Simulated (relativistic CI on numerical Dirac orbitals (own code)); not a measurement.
d1 to d9 in one octahedral field

Computed with a parametric ligand-field model without spin-orbit coupling, by exact diagonalisation: B = 570, C = 2770, 10Dq = 35800 cm⁻¹ (Oh; |10Dq|/B = 62.8) for every shell. Energies in cm⁻¹; the field energy is (0.6 n_e − 0.4 n_t2) × 10Dq of the ground term; g labels are left out.

```tsv
Shell	Ground term	Electrons in e	Field energy	First spin-allowed bands	Lowest term of other spin
d1	2T2	0.000	-14320	2E 35800	
d2	3T1	0.007	-28395	3T2 34374, 3T1 41498	1T2 9133
d3	4A2	0.000	-42960	4T2 35800, 4T1 42263	2E 12898
d4	3T1	0.013	-56832	3E 33092, 3T1 33802	1T2 8085
d5	?	?	?	?	?
d6	1A1	0.020	-85216	1T1 33696, 1T2 41976	3T1 27920
d7	2E	1.013	-63987	2T1 33551, 2T2 34284	4T1 22718
d8	3A2	2.000	-42960	3T2 35800, 3T1 42263	1E 10046
d9	2E	3.000	-21480	2T2 35800
```

Q: Fill in the row of d5.

A: Ground term: 2T2; Electrons in e: 0.024; Field energy: -70747; First spin-allowed bands: 2A2 32251, 2T1 32444; Lowest term of other spin: 4T1 22763. Low spin: d4, d5, d6, d7; the other shells keep the spin of the free ion. Only d4 to d7 can choose; the field needed to pair spins is smallest for d6 and largest for d5, which loses most exchange energy. In the strong-field picture 10Dq must exceed about 6B + 5C = 17270 (d4), 7.5B + 5C = 18125 (d5), 2.5B + 4C = 12505 (d6) and 4B + 4C = 13360 (d7); mixing of terms shifts these bounds somewhat.
